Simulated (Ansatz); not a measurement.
Consider the substitution at a C–B bond: `C=CB[SeH]` + `CC(O)F` → `C=COC(C)F` + `B[SeH]`.

Calculated with Ansatz (gas phase, PBE0-D4/def2-TZVP geometries, no zero-point term in ΔE). CCSD(T)/CBS adds triple-zeta CCSD(T) − MP2 to the extrapolated MP2 energy (def2 sets, frozen cores). Functionals use def2-TZVPP. For Se outer-core shells are correlated without core-valence functions, which leaves a few kJ/mol of doubt a bond. Scalar relativity is left out up to krypton. Each species was taken in one conformer, which may not be the lowest.

```csv
species,CAM-B3LYP-D4 energy (Eh)
`C=CB[SeH]`,-2505.72145
`CC(O)F`,-254.31872
`C=COC(C)F`,-331.69113
`B[SeH]`,-2428.32185
```

Task: Work out ΔE.

Result: ΔE = (-331.69113) + (-2428.32185) − (-2505.72145) − (-254.31872) = 0.02719 Eh = +0.74 eV. CCSD(T)/CBS gives +0.83 eV.

Task: What do rigid-rotor, harmonic-oscillator terms from PBE0-D4/def2-TZVP frequencies (298.15 K, 1 bar) make of the CCSD(T)/CBS value? (Best estimate.)

Result: The calculation gave: ΔZPE = -0.05 eV, ΔH = +0.77 eV, ΔS = -12 J/(mol·K), ΔG = +0.81 eV.

Largest T1 diagnostic among the species: 0.013.

At CCSD(T), def2-SVP lies −0.13 eV from the extrapolated value and def2-TZVPP −0.03 eV. Leaving LDA and LC-ωPBE aside and taking each functional with its dispersion term where it has one, the values, not all of them listed here, spread over 0.10 eV, from ωB97X-V to PBE-QIDH. LDA lies −0.10 eV from PBE without D4.
